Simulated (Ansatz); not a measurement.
Cost and result for the atomization energy of `C[S][SnH][F]` radical (8 atoms, 7 bonds).

Charge 0, multiplicity 2. Correlated methods include outer-core shells of Sn, which these sets cover unevenly. Sn: def2 effective core potential. The geometry is a stationary point of PBE0-D4/def2-TZVP. It is one conformer, not always the lowest. Program: Ansatz. All runs use 4 threads of an Arm Neoverse N1 on a shared host. Times are those of one run each, without the atoms' runs, and a repeat can differ threefold. Electronic energies, without spin–orbit coupling; frozen cores. CCSD(T)/CBS adds CCSD(T) − MP2 in def2-TZVPP to the MP2 limit, and its time is that of the two runs behind it. T1 = 0.017; ⟨S²⟩ of the reference is 0.77. With those shells the extrapolation isn't a true limit.

CCSD(T)/CBS is a level of theory with its own doubt, some kJ/mol a heavy atom from the limit and from the frozen cores, so smaller differences don't rank the functionals.

| level | functions | wall time |
| --- | --- | --- |
| revPBE-D4/def2-TZVPP | 210 | 6 s |
| PBE0-D4/def2-TZVPP | 210 | 7.5 s |
| CAM-B3LYP-D4/def2-TZVPP | 210 | 9 s |
| BHLYP-D4/def2-TZVPP | 210 | 9.5 s |
| PBE-QIDH/def2-TZVPP | 210 | 12 s |
| B2PLYP/def2-TZVPP | 210 | 12 s |
| r2SCANh-D4/def2-TZVPP | 210 | 14 s |
| ωB97X-V/def2-TZVPP | 210 | 23 s |
| CCSD(T)/def2-SVP | 92 | 26 s |
| ωB97M-V/def2-TZVPP (with forces) | 210 | 29 s |
| MP2/def2-QZVPP | 386 | 44 s |
| CCSD(T)/def2-TZVPP | 210 | 13 min |
| CCSD(T)/CBS(def2) | – | 14 min |

(1) What atomization energy does each give, and how far from CCSD(T)/CBS? (Estimate.)

## Answers

(1) The calculation gave: 
```csv
level,atomization (kcal/mol),difference from CCSD(T)/CBS,per bond
revPBE-D4/def2-TZVPP,600.3,-3.3,-0.5
PBE0-D4/def2-TZVPP,600.9,-2.7,-0.4
CAM-B3LYP-D4/def2-TZVPP,601.9,-1.7,-0.2
BHLYP-D4/def2-TZVPP,580.1,-23.5,-3.4
PBE-QIDH/def2-TZVPP,593.2,-10.4,-1.5
B2PLYP/def2-TZVPP,591.9,-11.7,-1.7
r2SCANh-D4/def2-TZVPP,601.1,-2.5,-0.4
ωB97X-V/def2-TZVPP,605.0,1.4,0.2
CCSD(T)/def2-SVP,554.4,-49.2,-7.0
ωB97M-V/def2-TZVPP (with forces),602.4,-1.2,-0.2
MP2/def2-QZVPP,601.4,-2.2,-0.3
CCSD(T)/def2-TZVPP,583.3,-20.3,-2.9
CCSD(T)/CBS(def2),603.6,0.0,0.0
```

From BLYP to BHLYP (50 % exact exchange), in def2-TZVPP and without D4, the atomization energy moves by −20.5 kcal/mol: exact exchange takes away binding that semilocal exchange gives to molecules. In def2-TZVPP, CCSD(T) changes the Hartree–Fock value by +159.7 kcal/mol (the triples alone add +11.1 kcal/mol) and MP2 by +165.4 kcal/mol; breaking electron pairs costs correlation energy, which Hartree–Fock lacks. Leaving LDA and LC-ωPBE aside and taking each functional with its dispersion term where it has one, the values, not all of them listed here, spread over 36.1 kcal/mol, from BHLYP-D4 to PBE-D4. LDA lies +86.1 kcal/mol from PBE without D4, its usual overbinding.

Spin–orbit coupling would lower the free Sn atoms strongly, and the atomization energy with them, by more than many differences here. For some Ge, Se and Sn compounds the MP2-based and the directly extrapolated limit differ by 10 to 25 kJ/mol.
